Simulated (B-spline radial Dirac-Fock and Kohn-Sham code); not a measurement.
**K-shell conversion coefficients of As against transition energy**

These are calculated numbers from a radial B-spline solver; the model is a Dirac-Hartree-Slater potential of the neutral atom with a Latter tail (no hole, which puts coefficients of high multipoles low close above an edge), finite nucleus with surface currents. Subshells within 1 keV of threshold and pair formation are left out.

```
energy (keV)        E3        E4        E5        M1        M3        M5
          20      1980     26900    371000      8.11      7580  2.40e+06
        26.3      1050     15800    241000      3.61      2600    960000
        29.4       746     11200    171000      2.60      1630    587000
        30.7       648      9710    146000      2.29      1360    479000
        36.4       360      5160     74400      1.39       654    205000
        41.7       218      2970     40500     0.940       361    100000
          50       108      1340     16800     0.558       162     36700
        55.8      69.1       813      9560     0.408      99.8     19700
         100      5.82      47.3       383    0.0803      7.68       666
         107      4.33      33.7       260    0.0669      5.73       449
         109      3.99      30.6       233    0.0636      5.29       403
         112      3.55      26.7       200    0.0591      4.71       344
         120      2.62      18.8       134    0.0491      3.50       230
         158     0.783      4.65      27.3    0.0237      1.10      47.4
         200     0.279      1.41      7.02    0.0129     0.416      12.6
         242     0.123     0.545      2.38   0.00795     0.195      4.42
         305    0.0464     0.177     0.663   0.00449    0.0796      1.30
         400    0.0156    0.0501     0.159   0.00234    0.0292     0.328
         443    0.0105    0.0318    0.0948   0.00185    0.0203     0.200
         500   0.00669    0.0189    0.0525   0.00140    0.0133     0.112
         557   0.00454    0.0121    0.0316   0.00109   0.00924    0.0684
         733   0.00181   0.00418   0.00949  0.000595   0.00379    0.0207
        1000  0.000721   0.00145   0.00285  0.000309   0.00149   0.00599
        1140  0.000507  0.000964   0.00180  0.000236   0.00102   0.00368
        1340  0.000337  0.000603   0.00106  0.000172  0.000658   0.00208
        2000  0.000136  0.000215  0.000332  8.07e-05  0.000238  0.000581
        2070  0.000126  0.000198  0.000303  7.59e-05  0.000219  0.000525
        2100  0.000122  0.000191  0.000292  7.39e-05  0.000212  0.000503
```

**Question.** How fast do they fall between 2000 and 2100 keV?

**Answer.** As powers of the energy: E3 E^-2.09, E4 E^-2.37, E5 E^-2.64, M1 E^-1.80, M3 E^-2.38, M5 E^-2.94. Within one type (E or M) the higher multipoles fall faster.
